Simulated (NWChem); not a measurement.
The numbers come from NWChem runs, not from measurements. System: CSi, charge 0, spin multiplicity 3, optimised in this run. The structure started from a generated list of species. Its SCF solution wasn't tested for a lower state. Level: UPBE/def2-SVP.

Job file:

```
start mol
memory heap 200 mb stack 900 mb global 1100 mb
geometry units angstroms
  Si     0.000000     0.000000     0.516478
  C      0.000000     0.000000    -1.205116
  symmetry group C2v
end
basis spherical
  * library def2-svp
end
dft
  xc xpbe96 cpbe96
  odft
  mult 3
  semidirect memsize 60000000 filesize 0
  iterations 100
end
driver
  maxiter 80
end
task dft optimize
task dft freq
```

Output (cleaned and shortened):

```
             Northwest Computational Chemistry Package (NWChem) 7.3.0
             --------------------------------------------------------

                                NWChem Input Module
                                -------------------

 Scaling coordinates for geometry "geometry" by  1.889725989
 (inverse scale =  0.529177249)

 Turning off AUTOSYM since
 SYMMETRY directive was detected!

          ------
          auto-z
          ------

                             Geometry "geometry" -> ""
                             -------------------------

 Output coordinates in angstroms (scale by  1.889725989 to convert to a.u.)

  No.       Tag          Charge          X              Y              Z
 ---- ---------------- ---------- -------------- -------------- --------------
    1 Si                  14.0000     0.00000000     0.00000000     0.51647820
    2 C                    6.0000     0.00000000     0.00000000    -1.20511580

 Effective nuclear repulsion energy (a.u.)      25.8196118922

            Nuclear Dipole moment (a.u.)
            ----------------------------
        X                 Y               Z
 ---------------- ---------------- ----------------
     0.0000000000     0.0000000000     0.0000000000

      Symmetry information
      --------------------

 Group name             C2v
 Group number             16
 Group order               4
 No. of unique centers     2

      Symmetry unique atoms

     1    2


 Summary of "ao basis" -> "" (spherical)
 ------------------------------------------------------------------------------
       Tag                 Description            Shells   Functions and Types
 ---------------- ------------------------------  ------  ---------------------
 *                          def2-svp                  on all atoms

  pbe96 is a nonlocal functional; adding pw91lda local functional.

                           NWChem Geometry Optimization
                           ----------------------------

 maximum gradient threshold         (gmax) =   0.000450
 rms gradient threshold             (grms) =   0.000300
 maximum cartesian step threshold   (xmax) =   0.001800
 rms cartesian step threshold       (xrms) =   0.001200
 fixed trust radius                (trust) =   0.300000
 maximum step size to saddle      (sadstp) =   0.100000
 energy precision                  (eprec) =   5.0D-06
 maximum number of steps          (nptopt) =   80
 initial hessian option           (inhess) =    0
 line search option               (linopt) =    1
 hessian update option            (modupd) =    1
 saddle point option              (modsad) =    0
 initial eigen-mode to follow     (moddir) =    0
 initial variable to follow       (vardir) =    0
 follow first negative mode     (firstneg) =    T
 apply conjugacy                    (opcg) =    F
 source of zmatrix                         =   autoz

          -------------------
          Energy Minimization
          -------------------

 Names of Z-matrix variables
    1

 Variables with the same non-blank name are constrained to be equal

 Using diagonal initial Hessian
 Scaling for Hessian diagonals: bonds = 1.00  angles = 0.25  torsions = 0.10

          --------
          Step   0
          --------

                         Geometry "geometry" -> "geometry"
                         ---------------------------------

 Output coordinates in angstroms (scale by  1.889725989 to convert to a.u.)

  No.       Tag          Charge          X              Y              Z
 ---- ---------------- ---------- -------------- -------------- --------------
    1 Si                  14.0000     0.00000000     0.00000000     0.51647820
    2 C                    6.0000     0.00000000     0.00000000    -1.20511580

 Effective nuclear repulsion energy (a.u.)      25.8196118922

            Nuclear Dipole moment (a.u.)
            ----------------------------
        X                 Y               Z
 ---------------- ---------------- ----------------
     0.0000000000     0.0000000000     0.0000000000

      Symmetry information
      --------------------

 Group name             C2v
 Group number             16
 Group order               4
 No. of unique centers     2

      Symmetry unique atoms

     1    2

                                 NWChem DFT Module
                                 -----------------

 Summary of "ao basis" -> "ao basis" (spherical)
 ------------------------------------------------------------------------------
       Tag                 Description            Shells   Functions and Types
 ---------------- ------------------------------  ------  ---------------------
 Si                         def2-svp                 8       18   4s3p1d
 C                          def2-svp                 6       14   3s2p1d

 Summary of "ao basis" -> "ao basis" (spherical)
 ------------------------------------------------------------------------------
       Tag                 Description            Shells   Functions and Types
 ---------------- ------------------------------  ------  ---------------------
 Si                         def2-svp                 8       18   4s3p1d
 C                          def2-svp                 6       14   3s2p1d

      Symmetry analysis of basis
      --------------------------

        a1         16
        a2          2
        b1          7
        b2          7

            General Information
            -------------------
          SCF calculation type: DFT
          Wavefunction type:  spin polarized.
          No. of atoms     :     2
          No. of electrons :    20
[...]
     L   x y z        total         alpha         beta         nuclear
     -   - - -        -----         -----         ----         -------
     0   0 0 0     -0.000000    -11.000000     -9.000000     20.000000

     1   1 0 0     -0.000000     -0.000000     -0.000000      0.000000
     1   0 1 0      0.000000      0.000000      0.000000      0.000000
     1   0 0 1      0.568904      1.897442     -1.447321      0.118783

     2   2 0 0    -12.761954     -8.312384     -4.449570      0.000000
     2   1 1 0      0.000000      0.000000      0.000000      0.000000
     2   1 0 1     -0.000000     -0.000000     -0.000000      0.000000
     2   0 2 0    -15.155512     -8.285793     -6.869719      0.000000
     2   0 1 1      0.000000      0.000000      0.000000      0.000000
     2   0 0 2    -14.809371    -36.930107    -23.148955     45.269690

 HESSIAN: the one electron contributions are done in       0.0s

 HESSIAN: 2-el 1st deriv. term done in                     0.3s

 HESSIAN: 2-el 2nd deriv. term done in                     0.7s

 HESSIAN: the two electron contributions are done in       3.2s

                                NWChem CPHF Module
                                ------------------

  scftype          =     UHF
  nalpha           =       11
  nbeta            =        9
  variables        =      438
  # of vectors     =        6
  tolerance        = 0.10D-03
  level shift      = 0.00D+00
  max iterations   =       50
  max subspace     =       60

  int2e_file: Failed to allocate cache ... halving
 Grid integrated density:      19.999999984663
 Requested integration accuracy:   0.10E-13
 SCF residual:    5.3472207873196425E-005

Iterative solution of linear equations
  No. of variables      438
  No. of equations        6
  Maximum subspace       60
        Iterations       50
       Convergence  1.0D-04

   iter   nsub   residual    time
   ----  ------  --------  ---------
     1      6    2.94D-01       7.6
     2     12    1.10D-01       8.2
     3     18    8.24D-03       8.7
     4     24    2.28D-03       9.2
     5     30    4.30D-04       9.7
     6     36    1.58D-04      10.3
     7     42    2.87D-05      10.8

 HESSIAN: the CPHF contributions are done

 Derivative Dipole

 X vector of derivative dipole (au) [debye/angstrom]
 d_dipole_x/<atom=   1,x> =     0.1733     [    0.8323]
 d_dipole_x/<atom=   1,y> =     0.0000     [    0.0000]
 d_dipole_x/<atom=   1,z> =     0.0000     [    0.0000]
 d_dipole_x/<atom=   2,x> =    -0.1733     [   -0.8323]
 d_dipole_x/<atom=   2,y> =     0.0000     [    0.0000]
 d_dipole_x/<atom=   2,z> =    -0.0000     [   -0.0000]

 Y vector of derivative dipole (au) [debye/angstrom]
 d_dipole_y/<atom=   1,x> =     0.0000     [    0.0000]
 d_dipole_y/<atom=   1,y> =     0.1733     [    0.8322]
 d_dipole_y/<atom=   1,z> =    -0.0000     [   -0.0000]
 d_dipole_y/<atom=   2,x> =    -0.0000     [   -0.0000]
 d_dipole_y/<atom=   2,y> =    -0.1733     [   -0.8322]
 d_dipole_y/<atom=   2,z> =     0.0000     [    0.0000]

 Z vector of derivative dipole (au) [debye/angstrom]
 d_dipole_z/<atom=   1,x> =    -0.0000     [   -0.0000]
 d_dipole_z/<atom=   1,y> =    -0.0000     [   -0.0000]
 d_dipole_z/<atom=   1,z> =     0.3290     [    1.5801]
 d_dipole_z/<atom=   2,x> =     0.0000     [    0.0000]
 d_dipole_z/<atom=   2,y> =     0.0000     [    0.0000]
 d_dipole_z/<atom=   2,z> =    -0.3290     [   -1.5801]

 HESSIAN: the Hessian is done

  Vibrational analysis via the FX method

  See chapter 2 in "Molecular Vibrations" by Wilson, Decius and Cross

  Vib: Default input used

 ---------------------------- Atom information ----------------------------
     atom    #        X              Y              Z            mass
 --------------------------------------------------------------------------
    Si       1  0.0000000D+00  0.0000000D+00  9.9085015D-01  2.7976930D+01
    C        2  0.0000000D+00  0.0000000D+00 -2.2921865D+00  1.2000000D+01
 --------------------------------------------------------------------------

          ----------------------------------------------------
          MASS-WEIGHTED NUCLEAR HESSIAN (Hartree/Bohr/Bohr/Kamu)
          ----------------------------------------------------

               1            2            3            4            5            6
   ----- ----- ----- ----- -----
    1    1.36932D-05
    2    6.73166D-07  4.99965D-05
    3   -4.62825D-09  8.12852D-07  1.05187D+01
    4   -1.27831D-05 -3.91477D-08 -4.19581D-07  9.14035D-05
    5   -2.24880D-08  7.34209D-05 -2.81068D-07  5.81286D-07 -1.48336D-04
    6   -7.51214D-07  4.61908D-07 -1.60609D+01  8.12866D-07 -5.27362D-08  2.45235D+01


 ----------------------------------------------------------------------------
 Normal Eigenvalue ||         Derivative Dipole Moments (debye/angs)
  Mode   [cm**-1]  ||      [d/dqX]             [d/dqY]           [d/dqZ]
 ------ ---------- || ------------------ ------------------ -----------------
    1       -2.135 ||       0.001              -0.277             0.000
    2        0.554 ||       0.117              -0.001            -0.000
    3        1.190 ||      -0.000              -0.002             0.000
    4        1.401 ||       0.002               0.074             0.000
    5        1.571 ||      -0.262              -0.000             0.000
    6      962.276 ||      -0.000               0.000            -0.545
 ----------------------------------------------------------------------------

 ----------------------------------------------------------------------------
 Normal Eigenvalue ||                 Infra Red Intensities
  Mode   [cm**-1]  || [atomic units] [(debye/angs)**2] [(KM/mol)] [arbitrary]
 ------ ---------- || -------------- ----------------- ---------- -----------
    1       -2.135 ||    0.003336           0.077         3.252       9.990
    2        0.554 ||    0.000597           0.014         0.582       1.787
    3        1.190 ||    0.000000           0.000         0.000       0.001
    4        1.401 ||    0.000238           0.005         0.232       0.714
    5        1.571 ||    0.002978           0.069         2.904       8.919
    6      962.276 ||    0.012887           0.297        12.563      38.590
 ----------------------------------------------------------------------------

        Vibrational analysis via the FX method
  --- with translations and rotations projected out ---
  --- via the Eckart algorithm                      ---
 Dependent rotation vector no.                    3
  found in ECKART; assuming linear geometry
 Projected Nuclear Hessian trans-rot subspace norm:3.0815D-33
                         (should be close to zero!)

          --------------------------------------------------------
          MASS-WEIGHTED PROJECTED HESSIAN (Hartree/Bohr/Bohr/Kamu)
          --------------------------------------------------------

               1            2            3            4            5            6
   ----- ----- ----- ----- -----
    1    0.00000D+00
    2    0.00000D+00  0.00000D+00
    3   -1.44137D-22 -1.18266D-22  1.05187D+01
    4   -1.44464D-21  0.00000D+00  2.14439D-22  0.00000D+00
    5    0.00000D+00  0.00000D+00  4.51450D-23  0.00000D+00  0.00000D+00
    6    1.80580D-22  1.80580D-22 -1.60609D+01 -4.13590D-22 -1.55096D-22  2.45234D+01

 center of mass
 --------------
 x =   0.00000000 y =   0.00000000 z =   0.00537077

 moments of inertia (a.u.)
 ------------------
          90.515577778561           0.000000000000           0.000000000000
           0.000000000000          90.515577778561           0.000000000000
           0.000000000000           0.000000000000           0.000000000000

 Rotational Constants
 --------------------
 A=   0.000000 cm-1  (  0.000000 K)
 B=   0.665081 cm-1  (  0.956882 K)
 C=   0.665081 cm-1  (  0.956882 K)

 Temperature                      =   298.15K
 frequency scaling parameter      =   1.0000

 Linear Molecule

 Zero-Point correction to Energy  =    1.375 kcal/mol  (  0.002191 au)
 Thermal correction to Energy     =    2.882 kcal/mol  (  0.004593 au)
 Thermal correction to Enthalpy   =    3.474 kcal/mol  (  0.005537 au)

 Total Entropy                    =   50.468 cal/mol-K
   - Translational                =   36.968 cal/mol-K (mol. weight =  39.9769)
   - Rotational                   =   13.391 cal/mol-K (symmetry #  =        1)
   - Vibrational                  =    0.109 cal/mol-K

 Cv (constant volume heat capacity) =    5.386 cal/mol-K
   - Translational                  =    2.979 cal/mol-K
   - Rotational                     =    1.986 cal/mol-K
   - Vibrational                    =    0.420 cal/mol-K


 ----------------------------------------------------------------------------
 Normal Eigenvalue ||    Projected Derivative Dipole Moments (debye/angs)
  Mode   [cm**-1]  ||      [d/dqX]             [d/dqY]           [d/dqZ]
 ------ ---------- || ------------------ ------------------ -----------------
    1        0.000 ||       0.157               0.000            -0.000
    2        0.000 ||       0.000               0.157            -0.000
    3        0.000 ||      -0.240              -0.000             0.000
    4        0.000 ||       0.000              -0.240             0.000
    5        0.000 ||      -0.000              -0.000             0.000
    6      962.275 ||      -0.000               0.000            -0.545
 ----------------------------------------------------------------------------

 ----------------------------------------------------------------------------
 Normal Eigenvalue ||           Projected Infra Red Intensities
  Mode   [cm**-1]  || [atomic units] [(debye/angs)**2] [(KM/mol)] [arbitrary]
 ------ ---------- || -------------- ----------------- ---------- -----------
    1        0.000 ||    0.001073           0.025         1.046       3.214
    2        0.000 ||    0.001073           0.025         1.046       3.213
    3        0.000 ||    0.002502           0.058         2.439       7.493
    4        0.000 ||    0.002501           0.058         2.438       7.490
    5        0.000 ||    0.000000           0.000         0.000       0.000
    6      962.275 ||    0.012887           0.297        12.563      38.590
 ----------------------------------------------------------------------------

 Task  times  cpu:        8.6s     wall:        8.6s

 Total times  cpu:       10.8s     wall:       10.8s
```
